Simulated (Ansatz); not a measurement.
BF₃, charge -1, doublet, geometry from GFN2-xTB (a state made from the parent by changing its charge; the spin is typed, not shown lowest) (a gas-phase anion, which may not be bound at this level). Base run: BLYP/aug-cc-pVDZ (Ansatz, a quantum-chemistry and plane-wave program).

Input for Ansatz:
Ansatz 0.2 input:
```yaml
crystal:
  periodic: [false, false, false]
  atoms:
    - {symbol: B, position_ang: [-0.01665964, 0.22066266, 0.40640217]}
    - {symbol: F, position_ang: [-1.17616439, -0.61899512, 0.19030536]}
    - {symbol: F, position_ang: [0.04332344, 1.13683746, -0.71306201]}
    - {symbol: F, position_ang: [1.14209631, -0.64043271, 0.29697767]}
basis:
  gaussian:
    orbitals: aug-cc-pVDZ
hamiltonian:
  xc: blyp
total_charge: -1
magnetization: {spin_polarized: true, initial_magnetization: 1}
```

The base run was repeated with changes; each row names its change, and settings that it needs were set with it.

```
change                                        ΔE vs base (eV)
--------------------------------------------  ---------------
base                                                     0.00
occupation = up:A':11 A'':6 down:A':10 A'':6             0.00
occupation = up:A':12 A'':5 down:A':10 A'':6             7.58
occupation = up:A':10 A'':7 down:A':10 A'':6             2.97
symmetry_tolerance_ang = 0.01                            0.00
```

A gas-phase anion may not be bound at this level; its values then depend on the basis.
